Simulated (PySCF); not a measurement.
Scandium: a sound run and one with changed settings

Sound run: Sc⁺ [Ar] 3d1 4s1, Sc²⁺ [Ar] 3d1. Calculation: PySCF 2.14, in Sapporo-DKH3-DZP-2012; scalar relativity by spin-free X2C-1e. The sound run starts from symmetry-adapted Hartree-Fock orbitals and uses a fine grid where one is needed.

Changed run: initial guess 1e, at most 50 SCF cycles.

```csv
species,method,sound run (hartree),changed run (hartree),converged
Sc⁺,UHF,-763.06928,-763.03441,yes
Sc⁺,LDA,-761.94254,-761.94761,yes
Sc⁺,TPSS,-763.95336,-763.96363,yes
Sc²⁺,UHF,-762.62017,-762.62017,yes
Sc²⁺,LDA,-761.45599,-761.45599,yes
Sc²⁺,TPSS,-763.48317,-763.48317,yes
```

The plain start fixes occupations by D2h representation alone, and Sc⁺ at UHF, Sc⁺ at LDA, Sc⁺ at TPSS landed in another state (other ⟨L²⟩ or ⟨S²⟩).
